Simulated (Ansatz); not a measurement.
Relaxation of Cs2I with UKS PBE-D4/def2-TZVP.

```sh
$ ansatz run in.yaml --threads 4 --pin off --events-out ev --progress --plain --max-ram 3916MiB
```

```yaml
crystal:
  periodic: [false, false, false]
  atoms:
    - {symbol: Cs, position_ang: [-2.001390, 0.836950, -0.660700]}
    - {symbol: Cs, position_ang: [2.102030, 0.571270, -0.644500]}
    - {symbol: I, position_ang: [-0.100640, -1.408220, 1.305200]}
basis:
  gaussian: {orbitals: def2-TZVP}
magnetization: {spin_polarized: true, initial_magnetization: 1}
hamiltonian: {xc: pbe, dispersion: d4}
scf: {omitted_lower_state_checks: [starts]}
output: {orbitals: {seedname: orbitals}}
relax: {f_tol: 0.02, max_steps: 100}
```

It took 15 s on 4 threads of Intel Xeon Platinum 8259CL on a shared host.

Positions (Å) and forces (eV/Å) at steps 1, 2, 3, 4, 6 of 6:

```xyz
3
step=1 energy=-9200.5152 eV
Cs   -2.001    0.837   -0.661   -0.340    0.022   -0.001
Cs    2.102    0.571   -0.644    0.334   -0.028    0.008
I    -0.101   -1.408    1.305    0.007    0.007   -0.007
3
step=2 energy=-9200.5527 eV
Cs   -2.065    0.832   -0.652   -0.255    0.015    0.000
Cs    2.164    0.557   -0.635    0.250   -0.022    0.006
I    -0.099   -1.389    1.287    0.005    0.007   -0.007
3
step=3 energy=-9200.6111 eV
Cs   -2.258    0.815   -0.626   -0.056   -0.008    0.010
Cs    2.350    0.514   -0.605    0.055   -0.015    0.011
I    -0.092   -1.329    1.231    0.001    0.023   -0.021
3
step=4 energy=-9200.6130 eV
Cs   -2.452    0.787   -0.590    0.056   -0.012    0.008
Cs    2.539    0.461   -0.567   -0.057   -0.004    0.007
I    -0.087   -1.248    1.157    0.001    0.016   -0.015
3
step=6 energy=-9200.6177 eV
Cs   -2.358    0.797   -0.604   -0.003    0.003   -0.003
Cs    2.447    0.483   -0.582    0.003    0.003   -0.002
I    -0.089   -1.280    1.186    0.000   -0.005    0.005
```

In the def2 sets Cs, I take a core potential; there is no spin–orbit coupling. The structure comes from a short search, and lower isomers may exist.
